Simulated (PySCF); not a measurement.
From one molecule to another.

First species: C5H10O3.
Bonds: C1–C2, C2–C3, C3–O4, O4–C5, C5–O6, O6–C7, C7–O8, C3–O8. Hydrogens: H9, H10, H11 on C1; H12, H13 on C2; H14 on C3; H15, H16 on C5; H17, H18 on C7.

Second species: C₄H₈F₃OP.
SMILES: `CCP(CO)C(F)(F)F`

Levels: PBE0/def2-SVPD for HOMO energy, LUMO energy, HOMO–LUMO gap and static isotropic polarisability; TDDFT PBE0/def2-SVPD for lowest singlet excitation; TDA PBE0/def2-SVPD for lowest triplet excitation (Tamm–Dancoff). Geometries: GFN2-xTB. Each species is one conformer at its optimised geometry, gas phase, non-relativistic unless stated. Electronic properties by PySCF.

Dipoles, sizes and rotational constants follow the conformer. The torsions of the flexible species, by atom-mapped SMILES:
- `[CH3:1][CH2:2][P:3]([CH2:4][OH:5])[C:6]([F:7])([F:8])[F:9]`: C1–C2–P3–C4 -77°, C2–P3–C4–O5 83°, C2–P3–C6–F7 -69°, H–O5–C4–P3 69°

The conformers of `CCC1OCOCO1` aren't listed.

```csv
property,column X,column Y
HOMO energy,-8.08 eV,-7.57 eV
LUMO energy,0.79 eV,-0.16 eV
HOMO–LUMO gap,8.87 eV,7.41 eV
lowest singlet excitation,7.80 eV,6.23 eV
lowest triplet excitation (Tamm–Dancoff),7.47 eV,5.05 eV
static isotropic polarisability,71.5 au,82.4 au
```

Question: Which column belongs to which species?

Answer: Column X is the first species and column Y the second. The first has 18 atoms and 64 electrons, the second 17 and 82.

Question: How does each property change from the first species to the second?

Answer: HOMO energy +0.51 eV; LUMO energy -0.95 eV; HOMO–LUMO gap -1.46 eV; lowest singlet excitation -1.57 eV; lowest triplet excitation (Tamm–Dancoff) -2.42 eV; static isotropic polarisability +10.9 au.

On the first: The vertical singlet–triplet gap S1 − T1 is 0.33 eV (TDDFT singlet less Tamm–Dancoff triplet; S1: HOMO→LUMO, weight 0.91; T1: HOMO→LUMO, weight 0.83). The principal polarisabilities are 63.0, 69.7 and 81.6 au; their mean is the isotropic value.

On the second: The principal polarisabilities are 71.6, 85.2 and 90.6 au; their mean is the isotropic value. The vertical singlet–triplet gap S1 − T1 is 1.18 eV (TDDFT singlet less Tamm–Dancoff triplet; S1: HOMO→LUMO, weight 0.90; T1: HOMO→LUMO, weight 0.78).
